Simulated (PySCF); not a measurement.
CH6N2Si2, SMILES [Si@H]1(N)C=N[SiH2]1.

The structure is a stationary point at B3LYP-D3(BJ)/def2-SVP. The structure was generated by enumeration; whether it is a known compound was not checked. Other conformers were not sampled.

All values below come from PBE/def2-TZVP (PySCF).

Computed frontier levels, gap, dipole moment and polarisability:
The highest occupied level is -5.24 eV, the lowest empty level comes out as -2.17 eV and the orbital gap comes out as 3.07 eV. The dipole moment is 3.07 D. The quadrupole, principal values (traceless, Buckingham form, about the centre of nuclear charge) comes out as -6.04, 1.00, 5.03 D·Å and the mean static polarisability comes out as 80.8 bohr³ (11.98 Å³). The polarisability, principal values is 65.1, 77.1, 100.2 bohr³.
